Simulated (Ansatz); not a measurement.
Two isomers of C3H7NSi: A = `C=C=C(N)[SiH3]`, B = `C[SiH2]C1C=N1`.

Gas-phase electronic energies from Ansatz, PBE0-D4/def2-TZVP geometries. CCSD(T)/CBS adds triple-zeta CCSD(T) − MP2 to the extrapolated MP2 energy (def2 sets, frozen cores). Functionals use def2-TZVPP. B3LYP here is the variant with VWN-RPA as its local correlation; programs differ in this. One conformer a species, not always the lowest.

A:

```xyz
12

C    -0.0166   -2.2822   -0.5261
C    -0.0946   -1.0698   -0.0563
C    -0.1201    0.1622    0.3852
N    -0.4847    0.5448    1.6866
Si    0.5390    1.4842   -0.7650
H    -0.8375   -2.7336   -1.0774
H     0.8716   -2.8923   -0.3822
H    -0.9968    1.4138    1.7230
H    -0.9678   -0.1768    2.2028
H    -0.4269    2.6202   -0.7956
H     1.8382    2.0130   -0.2713
H     0.6962    0.9164   -2.1236
```

B:

Z-matrix (Å, degrees):
```
C
Si 1 1.868
H 1 1.092 2 110.2
H 1 1.092 2 111.1 3 -120.2
H 1 1.093 2 110.8 3 119.6
C 2 1.871 1 111.1 3 -58.6
H 2 1.492 1 110.1 3 -179.0
H 2 1.490 1 110.6 3 61.1
N 6 1.565 2 117.7 1 69.4
C 6 1.453 2 123.5 1 125.9
H 6 1.091 2 117.8 1 -71.8
H 10 1.083 6 150.1 2 81.4
```

Question: Which isomer does CCSD(T)/CBS put lower? Give the gap. (An estimate is asked.)

Answer: Ansatz gave: A, by 2.3 kcal/mol.

Question: Give E(B) − E(A) in kcal/mol with CCSD(T)/def2-TZVPP, CCSD/def2-TZVPP, CCSD(T)/def2-SVP, B3LYP-D4, B2PLYP, BLYP-D4, HF/def2-TZVPP. (Best estimate.)

Answer: Computed: CCSD(T)/def2-TZVPP 1.6, CCSD/def2-TZVPP 1.9, CCSD(T)/def2-SVP 1.1, B3LYP-D4 7.4, B2PLYP 4.3, BLYP-D4 8.4, HF/def2-TZVPP 6.1. None reverses the order clearly.

Question: Does the order hold for the free energy at 298.15 K (harmonic terms from PBE0-D4)? (An estimate is asked.)

Answer: Ansatz gave: Yes: G(B) − G(A) = +2.3 kcal/mol, for one conformer each. Modes under 60 cm⁻¹, often nearly free rotors, make the harmonic entropy too high.

Largest T1 diagnostic: 0.013.

From r2SCAN to r2SCAN0 (25 % exact exchange), in def2-TZVPP and without D4, E(B) − E(A) moves by −0.7 kcal/mol. Leaving LDA and LC-ωPBE aside and taking each functional with its dispersion term where it has one, the values, not all of them listed here, spread over 7.9 kcal/mol, from ωB97X-V to BLYP-D4. LDA lies +3.1 kcal/mol from PBE without D4.
